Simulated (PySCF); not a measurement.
CH3Cl, charge +1, doublet, geometry from GFN2-xTB (a state made from the parent by changing its charge; the spin is typed, not shown lowest), atoms displaced at random by about 0.08 Å a coordinate; PBE/STO-3G, gradient run with PySCF.

PySCF was given this input:
```python
from pyscf import gto, scf, dft

mol = gto.Mole()
mol.atom = '''
    C    -0.190795    0.091869   -1.182449
    Cl   -0.012914   -0.000286    0.590474
    H    -0.088693    1.090683   -1.380735
    H     0.942501   -0.325891   -1.288214
    H    -1.002323   -0.355766   -1.608444
'''
mol.basis = 'sto-3g'
mol.charge = 1
mol.spin = 1
mol.verbose = 4
mol.build()

mf = dft.UKS(mol)
mf.xc = 'pbe'
mf.grids.level = 5
mf.kernel()
g = mf.nuc_grad_method()
g.grid_response = False
grad = g.kernel()
```

Output, abridged:

```
PySCF version 2.14.0

[INPUT] verbose = 4
[INPUT] num. atoms = 5
[INPUT] num. electrons = 25
[INPUT] charge = 1
[INPUT] spin (= nelec alpha-beta = 2S) = 1
[INPUT] symmetry False subgroup None
[INPUT] Mole.unit = angstrom
[INPUT] Symbol           X                Y                Z      unit          X                Y                Z       unit  Magmom
[INPUT]  1 C     -0.190795000000   0.091869000000  -1.182449000000 AA   -0.360550295936   0.173607249338  -2.234504766266 Bohr   0.0
[INPUT]  2 Cl    -0.012914000000  -0.000286000000   0.590474000000 AA   -0.024403923173  -0.000540461672   1.115834143676 Bohr   0.0
[INPUT]  3 H     -0.088693000000   1.090683000000  -1.380735000000 AA   -0.167605479166   2.061092158719  -2.609211000601 Bohr   0.0
[INPUT]  4 H      0.942501000000  -0.325891000000  -1.288214000000 AA    1.781068762129  -0.615844736461  -2.434371649830 Bohr   0.0
[INPUT]  5 H     -1.002323000000  -0.355766000000  -1.608444000000 AA   -1.894115958352  -0.672300304432  -3.039518646700 Bohr   0.0

nuclear repulsion = 51.8625152483841
number of shells = 11
number of NR pGTOs = 51
number of NR cGTOs = 17
basis = sto-3g
ecp = {}

******** <class 'pyscf.dft.uks.UKS'> ********
method = UKS
initial guess = minao
damping factor = 0
level_shift factor = 0
DIIS = <class 'pyscf.scf.diis.CDIIS'>
diis_start_cycle = 1
diis_space = 8
diis_damp = 0
SCF conv_tol = 1e-09
SCF conv_tol_grad = None
SCF max_cycles = 50
direct_scf = True
direct_scf_tol = 1e-13
number electrons alpha = 13  beta = 12
XC library pyscf.dft.libxc version 7.1.2
    S. Lehtola, C. Steigemann, M. J. T. Oliveira, and M. A. L. Marques,  SoftwareX 7, 1–5 (2018)
XC functionals = pbe
    J. P. Perdew, K. Burke, and M. Ernzerhof,  Phys. Rev. Lett. 77, 3865 (1996)
    J. P. Perdew, K. Burke, and M. Ernzerhof,  Phys. Rev. Lett. 78, 1396 (1997)
    J. P. Perdew, K. Burke, and M. Ernzerhof,  Phys. Rev. Lett. 77, 3865 (1996)
    J. P. Perdew, K. Burke, and M. Ernzerhof,  Phys. Rev. Lett. 78, 1396 (1997)
radial grids:
    Treutler-Ahlrichs [JCP 102, 346 (1995); DOI:10.1063/1.469408] (M4) radial grids

becke partition: Becke, JCP 88, 2547 (1988); DOI:10.1063/1.454033
pruning grids: <function nwchem_prune>
grids dens level: 5
symmetrized grids: False
atomic radii adjust function: <function treutler_atomic_radii_adjust>
small_rho_cutoff = 0
Set gradient conv threshold to 3.16228e-05
tot grids = 156648
init E= -494.050014429083

cycle= 1 E= -493.927657390991  delta_E= 0.122  |g|= 0.151  |ddm|= 1.87
cycle= 2 E= -493.887041038989  delta_E= 0.0406  |g|= 0.274  |ddm|= 0.73
cycle= 3 E= -493.94751444275  delta_E= -0.0605  |g|= 0.0173  |ddm|= 0.459
cycle= 4 E= -493.947833150108  delta_E= -0.000319  |g|= 0.00426  |ddm|= 0.0803
cycle= 5 E= -493.947849604181  delta_E= -1.65e-05  |g|= 0.000997  |ddm|= 0.0142
cycle= 6 E= -493.947850825993  delta_E= -1.22e-06  |g|= 0.000294  |ddm|= 0.00326
cycle= 7 E= -493.947850952179  delta_E= -1.26e-07  |g|= 6.36e-05  |ddm|= 0.000882
cycle= 8 E= -493.947850958372  delta_E= -6.19e-09  |g|= 9.73e-06  |ddm|= 0.000242
cycle= 9 E= -493.947850958501  delta_E= -1.29e-10  |g|= 1.22e-06  |ddm|= 4.83e-05
Extra cycle  E= -493.947850958503  delta_E= -2.5e-12  |g|= 4.44e-07  |ddm|= 9.84e-06
converged SCF energy = -493.947850958503  <S^2> = 0.75045054  2S+1 = 2.0004505

******** <class 'pyscf.grad.uks.Gradients'> for <class 'pyscf.dft.uks.UKS'> ********
unit = Eh/Bohr
grid_response = False
--------------- UKS gradients ---------------
         x                y                z
0 C    -0.1004143756     0.0312310366    -0.0393157879
1 Cl     0.0118878566     0.0072934734    -0.0423452288
2 H    -0.0106293811    -0.0928499552     0.0274919631
3 H     0.0290859391    -0.0015218472     0.0200235873
4 H     0.0700702687     0.0558473046     0.0341450807
----------------------------------------------
```
